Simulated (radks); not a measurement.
Results of a calculation; reference values are marked as such.
Task: The potassium anion K-, [Ar] 4s2, held by a Watson sphere: a shell of charge +0.76 at radius R that stands for the Madelung well of a crystal (potential energy -0.76/R inside, -0.76/r outside, in hartree with lengths in bohr). Code: a radial shooting solver on a logarithmic mesh with Libxc functionals. Model: scalar-relativistic Kohn-Sham, PBE, spin-unpolarised, spherical densities, point nucleus. Response by self-consistent Sternheimer equations with the Hartree and adiabatic LDA kernel, the relativistic mass of each level held fixed and spin-orbit coupling left out. The sphere does not respond.

| R (bohr) | e(3s) (eV) | e(3p) (eV) | e(4s) (eV) | <r> 4s (bohr) | sum of <r^2> (bohr^2) | X-ray form factor at sin(theta)/lambda = 0.2 1/angstrom | alpha (bohr^3) |
|---|---|---|---|---|---|---|---|
| 2.44 | -36.218 | -19.719 | -2.276 | 4.516 | 66.78 | 13.684 | 239.3 |
| 2.51 | -36.056 | -19.561 | -2.274 | 4.524 | 66.98 | 13.681 | 240.6 |
| 3.38 | -34.678 | -18.191 | -2.201 | 4.701 | 70.65 | 13.675 | 270.9 |
| 3.96 | -34.212 | -17.716 | -2.120 | 4.865 | 74.12 | 13.686 | 304.6 |
| 4.88 | -33.834 | -17.327 | -1.964 | 5.146 | 80.46 | 13.706 | 374.6 |

Estimate the row for R = 3.39 bohr.

Result: e(3s) (eV) -34.668; e(3p) (eV) -18.180; e(4s) (eV) -2.200; <r> 4s (bohr) 4.704; sum of <r^2> (bohr^2) 70.71; X-ray form factor at sin(theta)/lambda = 0.2 1/angstrom 13.675; alpha (bohr^3) 271.4.
